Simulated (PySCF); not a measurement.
A geometry optimisation, step by step.

Species: CH10GeOSi2.
Atom-mapped SMILES: `[CH3:1][Si@@H:2]([GeH3:3])[O:4][SiH3:5]` (hydrogens: H6, H7, H8 on C1; H9 on Si2; H10, H11, H12 on Ge3; H13, H14, H15 on Si5)

Method: PBE0-D3(BJ)/def2-SVP geometry optimisation, gas phase in PySCF 2.14.0; density fitting, grid level 1; the optimiser is geomeTRIC in internal coordinates, started from a GFN2-xTB structure with every atom displaced at random (about 0.01 Å). 7 of its 8 geometries are shown. The frame can shift and turn from step to step; on so coarse a grid that alone can change the energy by a few meV, and forces under 0.02 eV/Å are noise.

Step 0: E = -75490.6840 eV, largest atomic force 2.484 eV/Å
```
atom  x, y, z in Å  |  force x, y, z in eV/Å
C1     -1.848   -1.101    0.184   -0.146   1.710  -0.585
Si2    -0.479   -0.210   -0.771   -0.117  -0.791   0.996
Ge3    -0.487    2.077   -0.273    0.258   0.314   0.385
O4      0.978   -0.876   -0.358   -2.157   0.227  -1.210
Si5     2.316   -0.953    0.491    0.737   0.291   1.067
H6     -1.769   -0.926    1.251    0.195   0.048   0.588
H7     -1.865   -2.147   -0.008    0.062  -1.347  -0.262
H8     -2.821   -0.674   -0.119    0.019  -0.092  -0.037
H9     -0.556   -0.455   -2.190   -0.350  -0.007  -1.012
H10    -1.513    2.521    0.734   -0.663  -0.074   0.517
H11     0.785    2.646    0.330    0.573  -0.162   0.163
H12    -0.723    2.992   -1.422   -0.220   0.434  -1.012
H13     3.038   -2.013   -0.149    1.043  -0.841  -0.198
H14     2.971    0.354    0.403    0.565   0.420   0.120
H15     1.958   -1.254    1.889    0.200  -0.131   0.480
```

Step 1: E = -75491.0818 eV, largest atomic force 0.470 eV/Å
```
atom  x, y, z in Å  |  force x, y, z in eV/Å
C1     -1.901   -1.066    0.154   -0.061   0.010  -0.051
Si2    -0.520   -0.211   -0.778    0.089  -0.214   0.021
Ge3    -0.508    2.118   -0.275    0.003   0.457   0.074
O4      0.948   -0.865   -0.355    0.350  -0.077   0.238
Si5     2.360   -0.964    0.519   -0.410   0.058  -0.223
H6     -1.805   -0.905    1.238    0.068  -0.053   0.034
H7     -1.922   -2.150   -0.050    0.046   0.099   0.037
H8     -2.873   -0.643   -0.145   -0.035   0.000  -0.064
H9     -0.661   -0.434   -2.248   -0.084   0.054  -0.014
H10    -1.580    2.502    0.776    0.023  -0.096  -0.069
H11     0.845    2.575    0.323   -0.032  -0.113  -0.043
H12    -0.759    3.025   -1.505   -0.005  -0.128   0.044
H13     3.203   -2.042   -0.069    0.025  -0.010  -0.002
H14     3.092    0.335    0.465    0.030   0.024  -0.004
H15     2.064   -1.290    1.945   -0.006  -0.012   0.024
```

Step 2: E = -75491.0937 eV, largest atomic force 0.198 eV/Å
```
atom  x, y, z in Å  |  force x, y, z in eV/Å
C1     -1.898   -1.063    0.153   -0.065   0.041   0.005
Si2    -0.518   -0.213   -0.779    0.041  -0.021   0.006
Ge3    -0.500    2.124   -0.273    0.011   0.162   0.027
O4      0.948   -0.871   -0.358    0.138  -0.072   0.076
Si5     2.350   -0.960    0.520   -0.173   0.040  -0.087
H6     -1.790   -0.913    1.238    0.019  -0.026  -0.001
H7     -1.915   -2.143   -0.055    0.015  -0.003   0.010
H8     -2.872   -0.639   -0.145    0.018  -0.018  -0.015
H9     -0.683   -0.420   -2.250   -0.024   0.017  -0.002
H10    -1.569    2.489    0.781   -0.010  -0.038  -0.010
H11     0.861    2.556    0.312    0.010  -0.040  -0.008
H12    -0.762    3.013   -1.506   -0.009  -0.039  -0.011
H13     3.205   -2.035   -0.058    0.013   0.000   0.004
H14     3.079    0.343    0.468    0.011  -0.001   0.002
H15     2.046   -1.284    1.947    0.003  -0.003   0.004
```

Step 4: E = -75491.0970 eV, largest atomic force 0.071 eV/Å
```
atom  x, y, z in Å  |  force x, y, z in eV/Å
C1     -1.898   -1.063    0.152    0.006   0.001   0.002
Si2    -0.518   -0.211   -0.780   -0.018   0.049   0.015
Ge3    -0.485    2.132   -0.271    0.003  -0.023  -0.002
O4      0.945   -0.882   -0.366   -0.018  -0.055  -0.042
Si5     2.335   -0.955    0.521    0.027   0.019   0.029
H6     -1.781   -0.928    1.239   -0.006   0.003  -0.001
H7     -1.907   -2.143   -0.064    0.002  -0.004  -0.004
H8     -2.873   -0.643   -0.141   -0.002  -0.004   0.002
H9     -0.702   -0.405   -2.250    0.007  -0.002   0.000
H10    -1.552    2.483    0.789    0.001   0.005   0.003
H11     0.888    2.542    0.300    0.000   0.007   0.000
H12    -0.759    3.004   -1.512    0.000   0.003  -0.003
H13     3.207   -2.026   -0.040   -0.002   0.001   0.000
H14     3.059    0.351    0.469   -0.001  -0.001   0.001
H15     2.023   -1.273    1.948    0.000   0.001   0.000
```

Step 5: E = -75491.0982 eV, largest atomic force 0.059 eV/Å
```
atom  x, y, z in Å  |  force x, y, z in eV/Å
C1     -1.900   -1.066    0.150    0.006  -0.015  -0.011
Si2    -0.521   -0.209   -0.780    0.007  -0.006   0.010
Ge3    -0.465    2.133   -0.267   -0.013  -0.036  -0.009
O4      0.937   -0.903   -0.380   -0.036  -0.017  -0.035
Si5     2.318   -0.950    0.523    0.047   0.013   0.034
H6     -1.782   -0.941    1.238   -0.003   0.009   0.002
H7     -1.902   -2.145   -0.075   -0.001   0.016   0.003
H8     -2.878   -0.650   -0.139   -0.003   0.003   0.002
H9     -0.712   -0.396   -2.251    0.001   0.006   0.000
H10    -1.522    2.489    0.800    0.007   0.010   0.001
H11     0.916    2.533    0.289    0.000   0.011   0.001
H12    -0.746    2.998   -1.512    0.003   0.007   0.008
H13     3.208   -2.018   -0.014   -0.006  -0.002  -0.003
H14     3.032    0.362    0.462   -0.005   0.001  -0.001
H15     1.997   -1.253    1.952   -0.004   0.001  -0.001
```

Step 6: E = -75491.0986 eV, largest atomic force 0.039 eV/Å
```
atom  x, y, z in Å  |  force x, y, z in eV/Å
C1     -1.902   -1.067    0.148    0.002  -0.012  -0.010
Si2    -0.522   -0.212   -0.782    0.016  -0.021   0.004
Ge3    -0.455    2.129   -0.266   -0.013  -0.021  -0.006
O4      0.935   -0.915   -0.387   -0.029  -0.003  -0.020
Si5     2.312   -0.946    0.525    0.031   0.008   0.021
H6     -1.784   -0.944    1.236    0.000   0.007   0.002
H7     -1.904   -2.145   -0.080   -0.003   0.013   0.005
H8     -2.880   -0.651   -0.140   -0.001   0.004  -0.001
H9     -0.715   -0.393   -2.253   -0.001   0.007   0.000
H10    -1.506    2.490    0.806    0.005   0.006   0.000
H11     0.929    2.527    0.285    0.001   0.007   0.000
H12    -0.738    2.995   -1.509    0.003   0.006   0.007
H13     3.208   -2.015    0.000   -0.005  -0.002  -0.002
H14     3.019    0.369    0.456   -0.004   0.000  -0.001
H15     1.985   -1.238    1.954   -0.003   0.001  -0.001
```

Step 7: E = -75491.0990 eV, largest atomic force 0.023 eV/Å
```
atom  x, y, z in Å  |  force x, y, z in eV/Å
C1     -1.905   -1.067    0.145   -0.002  -0.004  -0.004
Si2    -0.521   -0.217   -0.785    0.015  -0.018  -0.002
Ge3    -0.446    2.121   -0.264   -0.006   0.004   0.000
O4      0.933   -0.928   -0.392   -0.008   0.005   0.001
Si5     2.307   -0.941    0.527    0.003   0.003   0.000
H6     -1.788   -0.943    1.232    0.001   0.003   0.000
H7     -1.911   -2.145   -0.083   -0.003   0.002   0.005
H8     -2.881   -0.647   -0.145    0.002   0.004  -0.003
H9     -0.716   -0.393   -2.256   -0.001   0.004   0.000
H10    -1.490    2.487    0.813    0.001  -0.001   0.000
H11     0.941    2.519    0.283    0.001  -0.001  -0.001
H12    -0.730    2.993   -1.503    0.000   0.001   0.002
H13     3.208   -2.014    0.019   -0.001  -0.001   0.001
H14     3.008    0.376    0.444    0.000  -0.001  -0.001
H15     1.973   -1.216    1.959   -0.001   0.001   0.001
```

Question: Summarise the path.

Answer: The energy falls by 0.4151 eV from step 0 to step 7; nine tenths of that is first reached at step 1. It falls at every step. The largest force goes from 2.484 to 0.023 eV/Å. Among the bonds O4–Si5 changes most, from 1.587 to 1.653 Å; the atoms move by 0.110 Å rms after alignment.

The cost below is that of the whole optimisation. On one thread, Arm Neoverse V1 (aarch64), shared host, this took 84 s wall and 0.58 GiB of memory at its peak.
